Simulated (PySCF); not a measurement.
GeB: from constants to spectrum

UHF-CCSD(T) constants of GeB, ⁴Σ⁻ (quartet), unpaired electrons σ ↑, π ↑↑ (Ge cc-pVDZ-PP with ECP10, B cc-pVDZ; scalar-relativistic core potentials (PySCF 2.14); masses 73.9212 and 11.0093 u):

| Item | Value |
| --- | --- |
| ωe | 614.7 cm⁻¹ |
| ωexe | 3.81 cm⁻¹ |
| Be | 0.43134 cm⁻¹ |
| αe | 0.00373 cm⁻¹ |
| De to Ge + B | 2.68 eV |

Q: What force constant and bond length do these constants imply?

A: Reduced mass μred = 9.5822 u; k = 5.8918×10⁻⁷·μred·ωe² (u, cm⁻¹, mdyn/Å) = 2.13 mdyn/Å; Re = √(16.8576/(μred·Be)) (u, cm⁻¹, Å) = 2.020 Å.

Q: Estimate the centrifugal constant D from the Kratzer relation and find the Dunham coefficient a1.

A: D = 4Be³/ωe² = 8.5e-07 cm⁻¹; a1 = −1 − αeωe/(6Be²) = -3.05.

Correlated steps freeze 5 core orbitals. Correlated levels converge slowly with the basis: in double zeta they bind strong bonds too weakly, by up to about 1 eV, and carry superposition errors of some tenths. Spin–orbit coupling is left out. The state was picked by a PBE0 search and need not be the measured ground state.
